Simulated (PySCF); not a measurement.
Species: C₆H₅NOS (charge -1 and doublet state).
Geometry (GFN2-xTB, Å), atoms numbered from 1 in this order:
```
atom  x, y, z in Å
C1     1.8381    0.5100   -0.0027
C2     0.5374   -0.2108    0.0461
C3     0.2245   -1.3556    0.6915
O4    -1.0556   -1.7456    0.5252
C5    -1.6719   -0.8293   -0.3113
S6    -3.2068   -1.0621   -0.9187
C7    -0.7183    0.3062   -0.6170
C8    -1.1714    1.4704    0.1253
N9    -1.5141    2.2672    0.8859
H10    2.1953    0.6052   -1.0329
H11    2.5886   -0.0261    0.5769
H12    1.7355    1.5198    0.4041
H13    0.8423   -1.9935    1.2992
H14   -0.6242    0.5435   -1.6937
```

Identity: `[C@H]1(C#N)C(=CO[C]1[S-])C` [radical] (charge -1).

Method used: UKS B3LYP, pcH-1 on C H N O S, non-relativistic, mean-field spin-orbit, GIAO in PySCF. Whether the extra electron is bound in the gas phase wasn't checked; a finite basis holds it in any case. A GFN2-xTB geometry isn't a minimum of the functional, and hyperfine couplings can be far from their values at a DFT geometry, by a factor of two or more for some ions and for spin on atoms past the first row. Stability of the SCF solution: not tested.

Principal values of hyperfine tensors in MHz (contact, dipolar and spin–orbit terms together), for some of the nuclei:

```json
{"atom": "H14", "isotope": "1H", "A1": "104.66", "A2": "105.22", "A3": "112.70"}
{"atom": "C8", "isotope": "13C", "A1": "98.38", "A2": "100.80", "A3": "111.55"}
{"atom": "C5", "isotope": "13C", "A1": "16.38", "A2": "18.21", "A3": "180.75"}
{"atom": "H13", "isotope": "1H", "A1": "-12.41", "A2": "-8.86", "A3": "-1.90"}
{"atom": "C2", "isotope": "13C", "A1": "-0.22", "A2": "1.89", "A3": "20.71"}
{"atom": "H12", "isotope": "1H", "A1": "5.39", "A2": "5.51", "A3": "8.87"}
{"atom": "C3", "isotope": "13C", "A1": "-1.73", "A2": "0.29", "A3": "16.78"}
{"atom": "H10", "isotope": "1H", "A1": "3.58", "A2": "3.86", "A3": "7.19"}
```

Question: Split each tensor into its isotropic and traceless parts, and turn a_iso into mT with g = 2.0057.

Answer: a_iso is a third of the trace, T = A − a_iso, and a(mT) = a(MHz)/(g × 13.996). The tensors hold a spin–orbit part: the run splits a_iso into a_FC + a_SO, and T includes its anisotropic share.

```json
{"atom": "H14", "a_iso (MHz)": "107.52", "a_FC": "107.51", "a_SO": "0.02", "a_iso (mT)": "3.830", "T1": "-2.86", "T2": "-2.31", "T3": "5.17"}
{"atom": "C8", "a_iso (MHz)": "103.58", "a_FC": "103.62", "a_SO": "-0.04", "a_iso (mT)": "3.690", "T1": "-5.19", "T2": "-2.78", "T3": "7.97"}
{"atom": "C5", "a_iso (MHz)": "71.78", "a_FC": "71.64", "a_SO": "0.14", "a_iso (mT)": "2.557", "T1": "-55.40", "T2": "-53.57", "T3": "108.97"}
{"atom": "H13", "a_iso (MHz)": "-7.72", "a_FC": "-7.72", "a_SO": "-0.01", "a_iso (mT)": "-0.275", "T1": "-4.69", "T2": "-1.13", "T3": "5.83"}
{"atom": "C2", "a_iso (MHz)": "7.46", "a_FC": "7.48", "a_SO": "-0.02", "a_iso (mT)": "0.266", "T1": "-7.68", "T2": "-5.57", "T3": "13.25"}
{"atom": "H12", "a_iso (MHz)": "6.59", "a_FC": "6.59", "a_SO": "0.00", "a_iso (mT)": "0.235", "T1": "-1.20", "T2": "-1.08", "T3": "2.28"}
{"atom": "C3", "a_iso (MHz)": "5.11", "a_FC": "5.15", "a_SO": "-0.04", "a_iso (mT)": "0.182", "T1": "-6.84", "T2": "-4.83", "T3": "11.67"}
{"atom": "H10", "a_iso (MHz)": "4.88", "a_FC": "4.88", "a_SO": "0.00", "a_iso (mT)": "0.174", "T1": "-1.30", "T2": "-1.01", "T3": "2.31"}
```

Question: What spin density at the nucleus of H14 lies behind its contact coupling (g_N = 5.58569)?

Answer: a_FC = (2μ0/3) gₑ μB g_N μN ρ(0)/(2S·h) = 800.24 MHz × g_N × ρ(0)/(2S), with ρ in bohr⁻³. With a_FC = 107.51 MHz and 2S = 1, ρ(0) = 0.02405 bohr⁻³. In magnitude that is 7.6 % of the 1/π = 0.318 of a free hydrogen atom.

Question: C7 (13C, g_N = 1.40482) isn't in the table. Its spin density at the nucleus is -0.02883 bohr⁻³. What is its contact coupling?

Answer: By the same relation, a_FC = -32.4 MHz. Its full tensor has the principal values -33.66, -32.74, -30.83 MHz.

Question: Name the largest traceless tensor T of the table and describe it.

Answer: C5: -55.4, -53.6, 109.0 MHz (the dipolar term alone has -55.9, -53.2, 109.1), axial, in the ratio −1:−1:+2, the form that spin in one p orbital centred on that nucleus gives.

Question: What first-order splitting does C8 cause when the field lies along A1, A2 or A3 of its tensor (g taken as isotropic, no quadrupole term)?

Answer: 2 lines (I = 1/2), spaced by |A_i|/(g × 13.996): 3.50, 3.59, 3.97 mT along the axes of A1, A2 and A3.
